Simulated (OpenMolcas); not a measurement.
Pm4+: the spin-orbit constant, worked from levels

```yaml
Program: OpenMolcas
Basis: ANO-RCC-VQZP [9s8p6d4f3g2h]
Scalar_Hamiltonian: DKH2, point nucleus
Active_space: 3 electrons in 7 orbitals (4f)
State_averaging: 2S+1 = 4 odd, 35 roots; 2S+1 = 2 odd, 112 roots (105 in the spin-orbit step)
Spin-orbit_coupling: RASSI with atomic mean-field integrals over the reference wave functions, term energies averaged over their components
```

Methods: CASSCF; MS-CASPT2, IPEA 0.25 Eh, imaginary shift 0.1 Eh (closed shells correlated: 5s 5p).

**The spin-orbit constant.** For the Hund term 4I* of f3, E(J) = (A/2) J(J+1) + constant and ζ = 2S·A = 3A. From J = 9/2 to J = 15/2 the energy changes by 19.5 A.

| Source | E(15/2) - E(9/2) | A | ζ |
| --- | --- | --- | --- |
| CASSCF | 8159.9 | 418.5 | 1255 |
| MS-CASPT2 | 8204.6 | 420.7 | 1262 |

All in cm-1. Both methods take the spin-orbit matrix elements from the reference wave functions, so the second can move ζ only through the term energies and any multistate remixing. Second-order mixing with other terms is absorbed into this ζ.

Term energies are means over components that CASPT2 splits; among the terms shown or strongly mixed into the levels shown the widest spread is 600 cm-1 (4f3 4I*, MS-CASPT2). High states are left out of the spin-orbit mixing, which shifts the levels that they would mix with. Without dynamic correlation excited terms often stand tens of per cent too high (terms of higher spin than the ground term too low), and those without a measured partner can miss by more than the paired ones (holds for CASSCF). Blocks of more than 70 roots (2S+1 = 2 odd) ran without multistate coupling (holds for MS-CASPT2). Only configurations of the active space appear.

* marks odd parity.
